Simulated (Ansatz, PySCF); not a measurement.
This PySCF input computes a CAM-B3LYP/def2-TZVPD energy:

```python
from pyscf import gto, scf, dft

mol = gto.M(
    atom='''
    In   -0.00000000   -0.00000000   -0.03605115
    H     0.00000000    0.00000000    1.76650620
    ''',
    basis='def2-tzvpd',
    ecp='def2-tzvp',
    charge=0,
    spin=2,
    symmetry='C2v',
    verbose=4,
)

mf = dft.UKS(mol, xc='camb3lyp').density_fit(auxbasis='def2-universal-jkfit')
mf.grids.level = 3
mf.conv_tol = 1e-9
mf.max_cycle = 100
mf.max_memory = 1500
mf.kernel()
if not mf.converged:
    mf = mf.newton()
    mf.kernel(mf.make_rdm1())
mf.analyze()
```

Write an input for the same energy in Ansatz (an electronic-structure program) and say what it gives.


Ansatz 0.2 input:
```yaml
crystal:
  periodic: [false, false, false]
  atoms:
    - {symbol: In, position_ang: [-0.00000000, -0.00000000, -0.03605115]}
    - {symbol: H, position_ang: [0.00000000, 0.00000000, 1.76650620]}
basis:
  gaussian:
    orbitals: def2-TZVPD
hamiltonian:
  xc: {name: CAM-B3LYP}
magnetization: {spin_polarized: true, initial_magnetization: 2}
output: {forces: true}
```
It gives -190.61460 Eh, and PySCF -190.61465 Eh, a difference of 0.05 mEh, from the treatment of integrals and grids.

This is an excited triplet: at this geometry the singlet lies 1.95 eV lower at CCSD(T)/CBS(def2-TZVPPD,def2-QZVPPD).
